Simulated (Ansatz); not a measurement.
Saddle point of Si$_{2}$H$_{8}$Se, singlet (Si₂H₆ ([SiH3][SiH3]) + H₂Se → SiH₄Se ([SiH3][SeH]) + SiH₄; bonds formed: Si1–Se7, Si2–H6; bonds broken: Si1–Si2, H6–Se7), PBE0-D4/def2-TZVP structure:

```xyz
11
angstrom
Si -1.1317 0.2630 -0.2772
Si 0.8019 -1.1203 0.6962
H -1.5885 -1.1647 -0.0271
H -1.9236 1.0442 0.6949
H -1.3061 0.3947 -1.7384
H 0.4876 0.5588 0.1518
Se 0.4849 2.4454 -0.4050
H 2.1927 -0.7053 1.0183
H 0.0861 -1.5549 1.9182
H 0.8013 -2.1481 -0.3710
H 1.0952 1.9872 -1.6605
```

Energies are electronic, without zero-point energy. Barriers and step energies count from the start structure reached by relaxing down the imaginary mode; all methods use the PBE0-D4 structures, on which another method's saddle can fall below an end. Computed with Ansatz 0.2.0 (basis: def2-TZVPP, with def2-QZVPP for the basis limit); correlated methods freeze the cores. Filled d shells of the heavier atoms are correlated. The def2 sets are not built for correlating such inner shells, so the correlated values are less sure here. B3LYP uses VWN-RPA correlation. Extrapolation: Hartree–Fock as exp(−7.88 √X), correlation as X^−2.97.

```csv
method,barrier (kJ/mol),step energy (kJ/mol)
SPW92,136.5,-43.7
PBE-D4,159.0,-45.8
BLYP-D4,177.2,-52.2
r2SCAN-D4,173.1,-53.4
B97M-V,195.9,-46.8
PBE0-D4,?,-49.8
B3LYP-D4,193.1,-54.7
r2SCAN0-D4,186.8,-55.8
BHLYP-D4,?,-59.6
CAM-B3LYP-D4,211.9,-55.2
wB97X-V,214.5,-53.9
wB97M-V,203.4,-58.6
B2PLYP,203.6,-57.8
PBE-QIDH,196.3,-56.8
RPA on PBE,212.0,-54.0
HF,?,-65.4
MP2,199.3,-64.2
CCSD,224.2,-55.4
CCSD(T),210.9,-54.9
```

**Question.** Fill in the withheld barriers. (Judge from chemistry; the value comes from the calculation.)

**Answer.** The calculation gives: HF 275.3; BHLYP-D4 216.2; PBE0-D4 179.5 kJ/mol. Each is the energy of the saddle less that of the start structure, by the same method.

For comparison, the barrier by CCSD(T) at an estimated basis limit (MP2 extrapolated from triple and quadruple zeta, plus CCSD(T) − MP2 in triple zeta) is 201.3 kJ/mol.

T1 diagnostic: at most 0.014.

Labels in which every atom is bracketed show which atoms are joined, not bond orders.

For scale, one of the runs: CCSD(T)/def2-TZVPP, 244 basis functions, launched by `ansatz run in.yaml --threads 4 --pin off --events-out ev --progress --plain --max-ram 9574MiB`. The run took 2.5 min on 4 CPU threads of an Arm Neoverse V1 (shared host), with 4.4 GiB of host memory at its peak.
